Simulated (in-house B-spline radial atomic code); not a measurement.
**Removing one electron from Ge III (Ge2+)**

Closed shell [Ar] 3d10 4s2. Computed with a B-spline radial code for spherical atoms: Koopmans values of Dirac-Hartree-Fock plus a diagonal self-energy, in second order or with its direct term screened (direct RPA, with the hole-particle interaction, or full time-dependent Hartree-Fock), linearised in energy; no-pair Dirac-Coulomb Hamiltonian, finite nucleus. Shifts add to the Koopmans value (the ΔSCF shift is orbital relaxation alone); the final value takes TDHF screening with Breit and QED.

Command:
```bash
python run_mb.py task.json out
```
Settings (nuclear radius in fm, box in bohr, cutoff in hartree):
```
basis_form          2
Z                   32
core_configuration  [Ar] 3d10 4s2
rms_radius          4.0742
mass_number         74
speed_of_light      137.036
box_radius          16.642
lmax                7
intervals           64
virtual_cutoff      4096.0
```

Time taken, with all properties: 34 s on 1 thread of AMD EPYC 7571, with other jobs on the host.

Energies in eV:

```tsv
subshell	Koopmans	ΔSCF shift	second order	direct RPA	hole-particle	TDHF	Breit + QED	final
4s1/2	32.46	-0.245	?	?	?	?	?	?
```

Task: What does the self-energy do to 4s1/2?

Result: It shifts the removal energy by 1.476 eV in second order, 0.819 with direct RPA, 0.913 with the hole-particle term and 1.126 with TDHF screening (quasi-particle weight 0.966); Breit and QED add -0.019 eV. The final value is 33.56 eV, against 34.058 ± 0.0012 eV (NIST, measured). The mixing of s² with p² in the ground state is caught to low order only, which falls short in light ions.
